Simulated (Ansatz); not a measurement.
A structure relaxed at PBE0-D4/def2-SVP in Ansatz, charge 0, singlet:

```
atom    x (Å)    y (Å)    z (Å)
  O1  -0.8237   1.0556   1.8287
 Si2   0.6006  -0.7345  -1.2867
 Si3  -1.3733  -1.5637  -0.6064
 Si4  -0.2866   0.3177   0.5821
 Si5   1.8830   0.9249  -0.5177
```

(1) Give its formula.

(2) Summarise the bond lengths by kind (pairs closer than 1.2 times the sum of covalent radii, bridged metal pairs left out).

Results:

(1) the cluster Si₄O.

(2) 5 × Si–Si 2.23 to 2.51 Å; 1 × O–Si 1.55 Å.

The restricted singlet is unstable towards broken spin symmetry in Hartree–Fock (as tested in another run); at PBE0-D4/def2-SVP this wasn't settled. Another isomer (singlet) lies 1.13 eV lower at PBE0-D4/def2-TZVP; other spin states weren't run for this one.
